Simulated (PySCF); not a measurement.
Level of theory: B3LYP-D3(BJ)/def2-TZVP // B3LYP-D3(BJ)/def2-SVP run with PySCF. All species are isolated molecules in the gas phase. One relaxed conformer stands for a flexible species; it need not be the lowest. B3LYP has the VWN-RPA correlation part, as in Gaussian. Excitations are Tamm–Dancoff values on a coarser integration grid. The basis has no diffuse functions, so Rydberg states are missing or too high.

Reference species: [B(Cl)3(H2O)] (neutral, multiplicity 1).

The HOMO–LUMO gap is 7.23 eV, the T1 excitation (TDA) comes out as 6.30 eV and the S1 oscillator strength comes out as 0.000. The HOMO comes out as -8.09 eV.

Changed species: [B(Cl)3(NH3)] (adduct with NH3; the reference has adduct with H2O).

Question: Give the shifts of the HOMO–LUMO gap, T1 excitation (TDA), S1 oscillator strength and HOMO.

Answer: the HOMO–LUMO gap drops by 0.14 eV, to 7.09 eV; the T1 excitation (TDA) falls by 0.08 eV, to 6.22 eV; the S1 oscillator strength is nearly the same; the HOMO goes up by 0.32 eV, to -7.77 eV.
